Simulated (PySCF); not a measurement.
This PySCF input asks for the NMR shieldings of SMILES O[Si]1(O)SCCS1, C2H6O2S2Si; the geometry comes from GFN2-xTB.

```python
import basis_set_exchange as bse
import numpy as np
from pyscf import gto, dft
from pyscf.prop import nmr

atoms = """
O     1.983384    1.549957   -0.211068
Si    1.288684    0.107480   -0.388669
O     2.473353   -0.947512   -0.722929
S    -0.254905    0.304817   -1.862007
C    -1.619468   -0.263823   -0.783097
C    -1.417078    0.164043    0.653996
S     0.139851   -0.514024    1.318056
H     2.913982    1.622983   -0.011026
H     2.291560   -1.875897   -0.848723
H    -2.531055    0.174442   -1.188388
H    -1.678450   -1.350423   -0.858792
H    -2.219104   -0.221525    1.282845
H    -1.375140    1.249968    0.740826
"""
names = dict.fromkeys(["O", "Si", "S", "C", "H"], "pcSseg-1")
basis = {el: gto.basis.parse(bse.get_basis(n, elements=[el], fmt="nwchem")) for el, n in names.items()}
mol = gto.M(atom=atoms, basis=basis, charge=0, verbose=0)
mf = dft.RKS(mol, xc="PBE0")
mf.grids.level = 2
mf.grids.alignment = dft.numint.BLKSIZE   # the property module wants whole blocks of grid points
mf.conv_tol = 1e-9
mf.kernel()

calc = nmr.RKS(mf)   # GIAO
C = mf.mo_coeff
Co = C[:, mf.mo_occ > 0]
resp = mf.gen_response(singlet=True, hermi=2)
def vind(x):   # induced exchange potential for any number of trial vectors
    d = np.einsum("pi,xij,qj->xpq", C, 2 * x.reshape(-1, C.shape[1], Co.shape[1]), Co, optimize=True)
    return np.einsum("xpq,pi,qj->xij", resp(d - d.transpose(0, 2, 1)), C, Co, optimize=True).ravel()
mo1, _ = nmr.rhf.solve_mo1(calc, with_cphf=vind)
sigma = calc.kernel(mo1)
for i, s in enumerate(sigma):   # ppm
    w = np.linalg.eigvalsh((s + s.T) / 2)
    print("%2d %-2s iso %8.1f  s11 %8.1f  s22 %8.1f  s33 %8.1f" % (i, mol.atom_pure_symbol(i), w.mean(), *w))
```

Question: Give the expected output.

Answer: 
```
 0 O  iso    272.3  s11    246.0  s22    274.6  s33    296.1
 1 Si iso    339.0  s11    326.0  s22    336.5  s33    354.5
 2 O  iso    269.1  s11    235.9  s22    273.0  s33    298.3
 3 S  iso    604.2  s11    513.5  s22    578.2  s33    720.9
 4 C  iso    145.3  s11    113.6  s22    154.5  s33    167.7
 5 C  iso    147.1  s11    116.4  s22    154.8  s33    170.1
 6 S  iso    599.7  s11    522.1  s22    574.2  s33    702.9
 7 H  iso     29.1  s11     20.4  s22     23.2  s33     43.7
 8 H  iso     29.5  s11     21.3  s22     24.7  s33     42.5
 9 H  iso     28.8  s11     22.3  s22     26.7  s33     37.3
10 H  iso     28.9  s11     23.3  s22     27.0  s33     36.3
11 H  iso     28.8  s11     22.3  s22     26.7  s33     37.5
12 H  iso     28.8  s11     23.7  s22     26.8  s33     36.1
```

These numbers come from an equivalent density-fitted implementation of the same equations, which agrees with the script to about 0.01 ppm for H and up to a few tenths of a ppm for heavy atoms, so last digits may differ.

Question: Turn these shieldings into chemical shifts. δ = σ(ref) − σ, references computed at the same level: ¹⁷O (σref 336.08) against H2O; ²⁹Si (σref 349.16), ¹³C (σref 186.93), ¹H (σref 31.72) vs TMS; ³³S (σref 503.73) vs CS2.

Answer: Averaging equivalent atoms: O 0/2: 65.4; Si 1: 10.2; S 3/6: -98; C 4/5: 40.7; H 9/10/11/12: 2.88; H 7/8: 2.39 ppm. Experimental scales use liquid or dissolved standards, which lie at an offset from isolated H2O (liquid H2O: subtract about 36 ppm).

Size and cost of the density-fitted run: 170 basis functions, 49 s wall time on 1 thread of an Arm Neoverse N1, shared host; peak memory 0.76 GiB.
